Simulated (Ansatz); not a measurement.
F4Si, SMILES F[Si-](F)(F)F (connectivity only; charge and spin as stated), charge -1, multiplicity 2.

Geometry: PBE0-D3(BJ)/def2-SVPD.

Two levels are set side by side: PBE/def2-SVPD (Ansatz, an electronic-structure program) and PBE0/def2-SVPD (Ansatz). Energy differences of separate SCF runs at the same geometry; the states with an electron removed or added have multiplicity 1. Differences are taken from unrounded values.

```
quantity                         PBE0
-------------------------------  ----
vertical ionisation energy (eV)  2.86
```

Q: What does PBE give, and how far is it from PBE0? (An estimate is asked for; the answer gives what the named calculation found.)

A: 
| quantity | PBE | PBE minus PBE0 |
|---|---|---|
| vertical ionisation energy (eV) | 2.64 | -0.22 |
